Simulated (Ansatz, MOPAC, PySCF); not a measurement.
System: C$_{2}$H$_{2}$N, charge 0, multiplicity 2. SMILES: [CH2][N+]#[C-]
Coordinates optimised at B3LYP-D3(BJ)/def2-TZVP (Ansatz, an electronic-structure program):
```xyz
5

C     -1.1003     0.1172     0.1136
N      0.2172    -0.0231    -0.0224
C      1.3859    -0.1476    -0.1430
H     -1.6290    -0.5396     0.7877
H     -1.6054     0.8842    -0.4538
```
Charge 0, spin multiplicity 2.

Unscaled harmonic wavenumbers (cm⁻¹) in rising order, each level at the stationary point that it reaches from this structure (no distance between atoms moves by over 0.3 Å); the order of modes can differ between levels, and a negative number is imaginary. B3LYP-D3(BJ)/def2-TZVP (PySCF, at the structure above): 290, 374, 580, 1112, 1133, 1476, 2039, 3156, 3277.

PM3 (MOPAC): 284, 297, 568, 939, 1113, 1290, 2156, 3050, 3136. Zero-point energy 18.3 against 19.2 kcal/mol; where all levels lie over 400 cm⁻¹, the wavenumbers are on average 0.947 times those of B3LYP-D3(BJ)/def2-TZVP.

HF/3-21G (Ansatz): 338, 425, 478, 1098, 1239, 1584, 2147, 3318, 3450. Zero-point energy 20.1 against 19.2 kcal/mol; where all levels lie over 400 cm⁻¹, the wavenumbers are on average 1.052 times those of B3LYP-D3(BJ)/def2-TZVP.

HF/6-31G* (Ansatz): 297, 383, 395, 1140, 1229, 1599, 2206, 3355, 3487. Zero-point energy 20.1 against 19.2 kcal/mol; where all levels lie over 400 cm⁻¹, the wavenumbers are on average 1.067 times those of B3LYP-D3(BJ)/def2-TZVP.
